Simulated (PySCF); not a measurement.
Correlation energy of I- (iodine, charge -1)

[Xe], closed-shell 1S. Computed with PySCF 2.14 in aug-cc-pVQZ-PP with ECP28MDF, with a scalar-relativistic core potential. Frozen: 4s2 4p6 4d10; 8 electrons correlated.

```csv
level,correlation energy (mhartree)
CCSD,-181.02
(T),-8.22
CCSD(T),-189.24
```

Diagnostics: T1 = 0.0040, D1 = 0.0105, largest double amplitude 0.033.

Cost of the coupled-cluster step: about 2.9 core-seconds, for 8 correlated electrons.

Iterations:

```
CC2 = 0
CCSD nocc = 4, nmo = 83
frozen orbitals [0, 1, 2, 3, 4, 5, 6, 7, 8]
max_cycle = 100
direct = 0
conv_tol = 1e-08
conv_tol_normt = 1e-06
diis_space = 8
diis_start_cycle = 0
Init t2, MP2 energy = -294.913958444646  E_corr(MP2) -0.167109953401388
Init E_corr(CCSD) = -0.16710995342736
cycle = 1  E_corr(CCSD) = -0.177268138922274  dE = -0.0101581855  norm(t1,t2) = 0.0273602
cycle = 2  E_corr(CCSD) = -0.180220276792979  dE = -0.00295213787  norm(t1,t2) = 0.00818627
cycle = 3  E_corr(CCSD) = -0.180858325673655  dE = -0.000638048881  norm(t1,t2) = 0.00256581
cycle = 4  E_corr(CCSD) = -0.181037904365155  dE = -0.000179578691  norm(t1,t2) = 0.00081261
cycle = 5  E_corr(CCSD) = -0.181024870839742  dE = 1.30335254e-05  norm(t1,t2) = 0.000198266
cycle = 6  E_corr(CCSD) = -0.181017051999927  dE = 7.81883982e-06  norm(t1,t2) = 5.44674e-05
cycle = 7  E_corr(CCSD) = -0.181018099525246  dE = -1.04752532e-06  norm(t1,t2) = 1.72387e-05
cycle = 8  E_corr(CCSD) = -0.181018333197744  dE = -2.33672498e-07  norm(t1,t2) = 3.87042e-06
cycle = 9  E_corr(CCSD) = -0.181018248397797  dE = 8.47999476e-08  norm(t1,t2) = 9.54758e-07
cycle = 10  E_corr(CCSD) = -0.181018249420315  dE = -1.02251849e-09  norm(t1,t2) = 2.6481e-07
CCSD converged
E(CCSD) = -294.9278667406647  E_corr = -0.1810182494203153
CCSD(T) correction = -0.00821816754377774
```
